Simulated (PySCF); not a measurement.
C₄H₁₁NO₂Si, SMILES O(C)[Si](C=C)(N)OC, singlet at its GFN2-xTB optimised geometry (Å):

```
19

C      1.5293     0.0231    -1.0691
C      0.7773     0.2324     0.0000
Si    -1.1135     0.2324     0.0000
N     -1.6214     1.8829     0.0000
O     -1.7266    -0.5332     1.3055
C     -1.5783    -0.1697     2.6473
O     -1.7491    -0.5375    -1.2856
C     -1.7252    -1.9093    -1.5679
H      2.6089     0.0226    -1.0352
H      1.0894    -0.1548    -2.0374
H      1.2801     0.4120     0.9433
H     -1.2602     2.4814    -0.7240
H     -2.6089     2.0557     0.1104
H     -0.5888    -0.4539     3.0138
H     -2.3391    -0.6987     3.2232
H     -1.7050     0.9065     2.7761
H     -2.3279    -2.0731    -2.4622
H     -0.7024    -2.2470    -1.7516
H     -2.1406    -2.4814    -0.7368
```

Computed with PySCF with PBE0/def2-SVP. Cells within 0.4 Å of a nucleus heavier than hydrogen are left out (blank, or x).

Map of the Laplacian of the electron density (e/bohr⁵) on the plane z = 1.2 Å:

```
|333333333333333333333333333|
|333333333333333333333333333|
|333333333333333333333333333|
|333333333333333333333333333|
|333333333333333333333333333|
|333333333333333333333333333|
|333333333333333333333333333|
|333333344443333333333333333|
|333333444443333333333333333|
|333333344444333333333333333|
|333333344444334444333333333|
|333333344444444545433333333|
|333333458864445503433333333|
|333333597585444555433333333|
|33333477xx67444444333333333|
|33333468xx87433333333333333|
|333333498895433333333333333|
|333333446644333333333333333|
|333333334433333333333333333|
|333333333333333333333333333|
|333333333333333333333333333|
|333333333333333333333333333|
|333333333333333333333333333|
|333333333333333333333333333|
|333333333333333333333333333|
|333333333333333333333333333|
|333333333333333333333333333|
```
Scale: ten equal steps from -0.212 (start of '0') to 0.371 (end of '9'), in the order '0123456789'; x runs from -5.00 to 5.00, y from -5.00 (bottom) to 5.00 (top).
